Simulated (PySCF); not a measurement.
CsI, triplet, at the geometry of the source list (a higher spin typed on purpose: for a closed-shell molecule this is an excited state) (all electrons, no relativity), with bond 1-2 at 1.6 times its length. Base run: HF/3-21G (PySCF).

PySCF was given this input:
```python
from pyscf import gto, scf

mol = gto.M(
    atom='''
Cs   -2.46708000   -1.75252000   -2.10210000
I     1.12140000    0.79660000    0.95550000
''',
    basis='3-21g',
    spin=2,
    verbose=4,
)

mf = scf.UHF(mol)
mf.kernel()
```

The base run was repeated with changes; each row names its change, and settings that it needs were set with it.

```json
[
 {"change": "base", "ΔE vs base (µEh)": "0.0", "SCF cycles": "7", "<S^2>": "2.000"},
 {"change": "conv_tol_grad = 1e-3", "ΔE vs base (µEh)": "0.0", "SCF cycles": "7", "<S^2>": "2.000"},
 {"change": "level_shift = 0.1 (with mf.max_cycle = 100)", "ΔE vs base (µEh)": "0.0", "SCF cycles": "8", "<S^2>": "2.000"},
 {"change": "diis_space = 20", "ΔE vs base (µEh)": "0.0", "SCF cycles": "7", "<S^2>": "2.000"},
 {"change": "init_guess = atom", "ΔE vs base (µEh)": "0.0", "SCF cycles": "7", "<S^2>": "2.000"},
 {"change": "level_shift = 0.3 (with mf.max_cycle = 100)", "ΔE vs base (µEh)": "0.0", "SCF cycles": "12", "<S^2>": "2.000"},
 {"change": "level_shift = 0.5 (with mf.max_cycle = 100)", "ΔE vs base (µEh)": "0.0", "SCF cycles": "16", "<S^2>": "2.000"},
 {"change": "diis = off; damp = 0.3 (with mf.diis_start_cycle = 200; with mf.max_cycle = 150)", "ΔE vs base (µEh)": "0.0", "SCF cycles": "15", "<S^2>": "2.000"},
 {"change": "init_guess = mod_huckel", "ΔE vs base (µEh)": "0.0", "SCF cycles": "7", "<S^2>": "2.000"},
 {"change": "conv_tol = 1e-7", "ΔE vs base (µEh)": "0.0", "SCF cycles": "6", "<S^2>": "2.000"},
 {"change": "diis_space = 2", "ΔE vs base (µEh)": "0.0", "SCF cycles": "8", "<S^2>": "2.000"},
 {"change": "diis_space = 4", "ΔE vs base (µEh)": "0.0", "SCF cycles": "8", "<S^2>": "2.000"},
 {"change": "diis = off; damp = 0.6 (with mf.diis_start_cycle = 200; with mf.max_cycle = 150)", "ΔE vs base (µEh)": "0.0", "SCF cycles": "25", "<S^2>": "2.000"}
]
```

Open shells are given as the SCF converged; they aren't shown to be the lowest states, and a large step between rows can be another state.
